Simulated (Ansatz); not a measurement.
The cluster Ca7⁻, relaxed as a doublet with UKS PBE/def2-SVPD in Ansatz, starting from the GFN1-xTB geometry. Force threshold 0.02 eV/Å.

The highest occupied level of the charge -1 doublet lies above zero (up to 0.13 eV). It is a level of α spin, whose loss leaves a singlet; that state wasn't run at this geometry and level. The electron is either unbound and held by the finite basis, or the level is raised by self-interaction error. The relaxation made no stability test and no search for a lower SCF solution. The structure comes from a short search, and lower isomers may exist.

Start:

```xyz
7

Ca   -0.582   -3.231   -0.038
Ca   -3.539    0.044    0.597
Ca    2.372    2.570    1.081
Ca    1.652   -1.113    3.057
Ca   -1.876   -0.386   -3.082
Ca    3.308   -1.153   -0.657
Ca   -1.335    3.269   -0.959
```

```json
{"step": "1", "energy (eV)": "-129006.1911", "largest force component (eV/Å)": "0.452", "SCF passes": "39"}
{"step": "2", "energy (eV)": "-129006.4609", "largest force component (eV/Å)": "0.426", "SCF passes": "37"}
{"step": "3", "energy (eV)": "-129006.8747", "largest force component (eV/Å)": "0.297", "SCF passes": "38"}
{"step": "4", "energy (eV)": "-129007.0693", "largest force component (eV/Å)": "0.092", "SCF passes": "42"}
{"step": "5", "energy (eV)": "-129007.1360", "largest force component (eV/Å)": "0.092", "SCF passes": "50"}
{"step": "6", "energy (eV)": "-129007.2283", "largest force component (eV/Å)": "0.154", "SCF passes": "60"}
{"step": "7", "energy (eV)": "-129007.3427", "largest force component (eV/Å)": "0.238", "SCF passes": "61"}
{"step": "8", "energy (eV)": "-129007.4777", "largest force component (eV/Å)": "0.274", "SCF passes": "59"}
{"step": "9", "energy (eV)": "-129007.6362", "largest force component (eV/Å)": "0.283", "SCF passes": "53"}
{"step": "10", "energy (eV)": "-129007.8204", "largest force component (eV/Å)": "0.260", "SCF passes": "59"}
{"step": "11", "energy (eV)": "-129008.0143", "largest force component (eV/Å)": "0.174", "SCF passes": "68"}
{"step": "12", "energy (eV)": "-129008.1424", "largest force component (eV/Å)": "0.131", "SCF passes": "70"}
{"step": "13", "energy (eV)": "-129008.1975", "largest force component (eV/Å)": "0.066", "SCF passes": "76"}
{"step": "14", "energy (eV)": "-129008.2028", "largest force component (eV/Å)": "0.057", "SCF passes": "68"}
{"step": "15 (rejected)", "energy (eV)": "-129008.2009", "largest force component (eV/Å)": "0.066", "SCF passes": "61"}
{"step": "16", "energy (eV)": "-129008.2054", "largest force component (eV/Å)": "0.016", "SCF passes": "60"}
```

Force components are those of the run's own axes.

End:

```xyz
7

Ca   -0.6121   -3.2080   -0.1072
Ca   -1.5709    0.2647    0.9139
Ca    1.4337    2.3952    1.7457
Ca    1.3651   -1.2466    2.7016
Ca   -1.6977   -0.7230   -2.7299
Ca    1.5572   -0.2654   -0.9026
Ca   -0.4755    2.7831   -1.6215
```

Bonds formed: Ca2–Ca3, Ca2–Ca4, Ca2–Ca6, Ca5–Ca6, Ca6–Ca7 (atoms count from 1). Metal–metal contacts that move far: Ca1–Ca2 4.46 to 3.74 Å, Ca1–Ca6 4.45 to 3.74 Å, Ca1–Ca5 4.36 to 3.77 Å. The end is the same structure that another start reached, the lowest one found.

No frequencies were taken in this run, so the end may be a saddle point.

Run time 4.1 min (4 threads of Arm Neoverse V2 on a shared host).
